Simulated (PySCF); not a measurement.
# Computed properties of Se(NH2)2 (H4N2Se), SMILES N[Se]N

Se(NH2)2 (H₄N₂Se), SMILES N[Se]N. Coordinates come from a B3LYP-D3(BJ)/def2-TZVP optimisation. The values are those of a single conformer. All values are computed for the isolated molecule unless a solvent is named; none is compared with measurement here.

**Structure.** The optimised structure has C2v symmetry. All 15 harmonic modes at B3LYP-D3(BJ)/def2-TZVP (PySCF) are real, so it is a minimum. With heavy atoms numbered as in [Se:1]([NH2:2])[NH2:5], the shortest bond between them is Se1–N2 at 1.848 Å and the longest Se1–N5 at 1.848 Å.

**Vibrations.** The strongest infrared lines (harmonic, unscaled, degenerate partners summed) lie at 505 cm⁻¹ (363 km/mol, N 54 %, H 35 %, Se 10 %), 436 cm⁻¹ (67 km/mol, H 86 %, N 12 %), 769 cm⁻¹ (58 km/mol, H 55 %, N 34 %, Se 10 %). The softest mode is at 251 cm⁻¹ and the zero-point energy is 32.9 kcal/mol.

**Electronic structure.** ωB97X/def2-TZVPD (PySCF) places the frontier levels at -8.84 and 1.38 eV, a gap of 10.22 eV, and gives a dipole moment of 2.74 D and a mean polarisability of 48.9 bohr³.

**Excitations.** TDA-CAM-B3LYP/def2-SVPD (PySCF) has S1 at 5.16 eV (240 nm, f = 0.000, dark); the most intense of the 10 singlets computed lies at 7.29 eV (f = 0.08). T1 (TDA) is at 4.39 eV, 0.77 eV under S1. No vertical singlet excitation falls in the visible range (under 3.1 eV).

**NMR.** GIAO shifts at KT2/pcSseg-1 (PySCF) (non-relativistic, atoms alike by connectivity averaged): ¹H at 2.7 ppm against TMS.
